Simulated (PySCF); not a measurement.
Run record: geometry optimisation, `[Cl][Fe]([Cl])[Cl]` [sextet].

Method: PBE0-D3(BJ)/def2-SVP geometry optimisation, gas phase (PySCF 2.14.0). Start geometry: GFN2-xTB. A driver script takes a list of jobs; this job's settings line and coordinates (Å) are shown.

Input:
```
{"job": {"xc": "PBE0", "basis": "def2-SVP", "d3": "d3bj", "grid": 1, "maxiter": 40, "kind": "geom"}, "charge": 0, "multiplicity": 6}
Fe    -0.005230     0.001200     0.478860
Cl     1.993670    -0.026240    -0.138090
Cl    -0.973760     1.737200    -0.172400
Cl    -1.014690    -1.712160    -0.168370
```

Output:
```
step   0  E = -2643.15802096  max force = 0.019139
step   1  E = -2643.16517279  max force = 0.010342
step   2  E = -2643.17032226  max force = 0.004095
step   3  E = -2643.17094868  max force = 0.003793
step   4  E = -2643.17102646  max force = 0.001590
step   5  E = -2643.17072085  max force = 0.002598
step   6  E = -2643.17107556  max force = 0.001033
step   7  E = -2643.17109662  max force = 0.000394
step   8  E = -2643.17110355  max force = 0.000190
optimisation converged
```

Energies in Eh; «max force» is the largest Cartesian gradient component in Eh/bohr.

Question: At which steps does the energy rise by more than 1e-5 Eh?

Answer: At step 5 (+0.31 mEh).

Question: How much energy does the optimisation release, in kcal/mol?

Answer: E(step 0) − E(last step) = 0.013083 Eh, which is 8.2 kcal/mol.

In short: final energy -2643.17110 Eh after 8 steps; dipole 0.01 D.

Question: Where do the atoms end?

Answer: 0.305 Å rms from the input after alignment:
```
atom  x, y, z in Å
Fe1   -0.0047   -0.0024    0.0010
Cl2    2.1351   -0.0287    0.0253
Cl3   -1.0335    1.8761   -0.0156
Cl4   -1.0970   -1.8450   -0.0107
```

Question: How long does this job take on one thread of an x86-64 server, on a shared host?

Answer: About 68 s.
Labels such as C1 count atoms from 1, the log's own numbers from 0.

For an open-shell metal species like this, the optimisation's SCF solution wasn't tested for stability and no frequencies at its level were run, so a lower state or another shape may exist.
